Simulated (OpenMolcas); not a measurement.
# Fe3+ in Cs2NaYCl6

Fe3+ with its 6 nearest chloride ions at 2.48 Å, on the Y site of Cs2NaYCl6 (a = 10.7396 Å, distance in the model lattice 2.619 Å). The rest of the host is ab initio model potentials to 7.6 Å, with orthogonalisation functions on the cations behind the ligands, and point charges beyond; the distance is set by hand and nothing relaxes. Ligand basis ANO-RCC-VDZP.
```
Fe    0.0000    0.0000    0.0000
Cl    2.4800    0.0000    0.0000
Cl    0.0000    2.4800    0.0000
Cl   -2.4800    0.0000    0.0000
Cl    0.0000   -2.4800    0.0000
Cl    0.0000    0.0000    2.4800
Cl    0.0000    0.0000   -2.4800
```

| Quantity | Value |
| --- | --- |
| Program | OpenMolcas 26.06 |
| Method | CASSCF |
| Basis | ANO-RCC-VDZP [5s4p2d1f] |
| Scalar Hamiltonian | DKH2, point nucleus |
| Active space | 5 electrons in 5 orbitals (3d) |
| State averaging | 2S+1 = 6 even, 1 root; 2S+1 = 4 even, 24 roots; 2S+1 = 2 even, 75 roots |
| Spin-orbit coupling | state interaction with AMFI integrals over the reference wave functions |

The lowest spin-free states (labels of O, the rotations of Oh), above the lowest:

```
State  Degeneracy  E (cm-1)
  6A1           1       0.0
  4T1           3     27995
  4T2           3     32358
  4A1           1     32749
   4E           2     33169
  2T2           3     39644
  4T2           3     40273
   4E           2     40985
  2T1           3     42841
  2A2           1     43655
  4T1           3     43972
  2T2           3     45068
  2A1           1     46425
   2E           2     46500
  2T2           3     49988
   2E           2     51454
  4A2           1     52367
  2T1           3     52387
  2T2           3     54958
  2T1           3     56711
```

The lowest levels with spin-orbit coupling:

```
E (cm-1)  Degeneracy  Label  2S+1               g
     0.0           6            6                
   27912           2     Γ7     4  2.39 2.39 2.39
   27931           4     Γ8     4                
   28023           4     Γ8     4                
   28093           2     Γ6     4  2.95 2.95 2.95
   32231           2     Γ7     4  2.07 2.07 2.07
   32298           4     Γ8     4                
   32413           2     Γ6     4  3.73 3.73 3.73
   32431           4     Γ8     4                
   32746           4     Γ8     4                
   33168           2     Γ7     4  2.04 2.04 2.04
   33174           4     Γ8     4                
   33185           2     Γ6     4  1.60 1.60 1.60
   39209           2     Γ7     2  2.66 2.66 2.66
   39849           4     Γ8     2                
   40025           4     Γ8     4                
   40063           2     Γ6     4  2.07 2.07 2.07
   40404           4     Γ8     4                
   40570           2     Γ7     4  3.67 3.67 3.67
   40918           2     Γ7     4  2.16 2.16 2.16
```

Powder χT (cm3 K/mol): 4.39 at 2 K, 4.39 at 10 K, 4.39 at 50 K, 4.39 at 100 K, 4.39 at 200 K, 4.39 at 300 K. The effective moment at 300 K is 2.828 √(χT) = 5.92 μB.

The lowest level has 2S+1 = 6, for which the spin-only value is χT = S(S+1) / 2 = 4.375 cm3 K/mol (g = 2). The computed 4.385 at 300 K differs by +0.010, little more than the free-electron g of 2.0023 accounts for.

Metal share of the active 3d orbitals (Löwdin): 90, 90, 98, 98, 98 %; Mulliken charge of the metal 1.15.

Without dynamic correlation the repulsion within the d shell is too large (B by tens of per cent), so at a given field states of lower spin stand too high. Ligand-to-metal charge-transfer states are missing. With no ligand orbital active B as a rule stays too high, so bands that hang on it stand too high and its fall with covalency is understated. With metal d orbitals alone and no dynamic correlation the field as a rule comes out too small, by tens of per cent, by up to half for chloride and softer ligands. No measured value stands beside these numbers; the geometry was set by hand and not optimised.
